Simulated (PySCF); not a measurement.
Structure with atom numbers: `[CH2:1]=[C:2]([CH3:3])[C@@H:4]1[CH2:5][SiH2:6][C@H:7]1[C:8]#[N:9]`; H(Xn) means a hydrogen on atom n. Ha(C5), Ha(Si6) are cis to C2 on the ring; Ha(C1) is cis to C3; Hb(C5), Hb(Si6) are trans to C2 on the ring; Hb(C1) is trans to C3.

[PySCF 2.14: shieldings: GIAO PBE0/pcSseg-1; GFN2-xTB structure; one computed conformer; in vacuum; averaged over atoms made equivalent by symmetry, fast rotation or ring inversion; no relativistic terms]

Problem. List the cross peaks expected in HSQC, COSY and HMBC spectra.

Solution. 

HSQC (one-bond C–H):
```
           δH          δC
5.31 (Hb(C1))  119.1 (C1)
5.12 (Ha(C1))  119.1 (C1)
 3.48 (H(C4))   50.5 (C4)
2.03 (Hb(C5))   11.6 (C5)
 1.99 (H(C3))   19.5 (C3)
 1.96 (H(C7))   16.9 (C7)
1.51 (Ha(C5))   11.6 (C5)
```

COSY cross peaks (H two or three bonds apart, from the bond graph; peaks can be absent where the dihedral angle is near 90°):
```
            δH              δH
 5.31 (Hb(C1))   5.12 (Ha(C1))
4.98 (Ha(Si6))  4.89 (Hb(Si6))
4.98 (Ha(Si6))   2.03 (Hb(C5))
4.98 (Ha(Si6))    1.96 (H(C7))
4.98 (Ha(Si6))   1.51 (Ha(C5))
4.89 (Hb(Si6))   2.03 (Hb(C5))
4.89 (Hb(Si6))    1.96 (H(C7))
4.89 (Hb(Si6))   1.51 (Ha(C5))
  3.48 (H(C4))   2.03 (Hb(C5))
  3.48 (H(C4))    1.96 (H(C7))
  3.48 (H(C4))   1.51 (Ha(C5))
 2.03 (Hb(C5))   1.51 (Ha(C5))
```

HMBC (two and three bonds, from the bond graph):
```
            δH                                                                   δC
 5.31 (Hb(C1))                                     155.6 (C2), 50.5 (C4), 19.5 (C3)
 5.12 (Ha(C1))                                     155.6 (C2), 50.5 (C4), 19.5 (C3)
4.98 (Ha(Si6))                          126.8 (C8), 50.5 (C4), 16.9 (C7), 11.6 (C5)
4.89 (Hb(Si6))                          126.8 (C8), 50.5 (C4), 16.9 (C7), 11.6 (C5)
  3.48 (H(C4))  155.6 (C2), 126.8 (C8), 119.1 (C1), 19.5 (C3), 16.9 (C7), 11.6 (C5)
 2.03 (Hb(C5))                                     155.6 (C2), 50.5 (C4), 16.9 (C7)
  1.99 (H(C3))                                    155.6 (C2), 119.1 (C1), 50.5 (C4)
  1.96 (H(C7))                         155.6 (C2), 126.8 (C8), 50.5 (C4), 11.6 (C5)
 1.51 (Ha(C5))                                     155.6 (C2), 50.5 (C4), 16.9 (C7)
```

Referencing at the same level of theory: ¹H and ¹³C vs TMS.

Short H···H contacts in this conformer between protons four or more bonds apart (candidates for NOE cross peaks, intensity ∝ r⁻⁶): H(C3)···Ha(C5) 2.32 Å, Hb(C1)···H(C4) 2.33 Å, H(C3)···H(C7) 2.41 Å, Ha(C1)···H(C3) 2.42 Å, H(C3)···Ha(Si6) 2.79 Å.

Shifts are as computed. Against solution values, carbons near 30 ppm lie about +3 ppm off and those near 130 ppm about +5 ppm. Of 1211 compounds with measured shifts, 218 miss one by over three times the rms of a fit or turn the order of signals round; such compounds aren't used in these exercises.
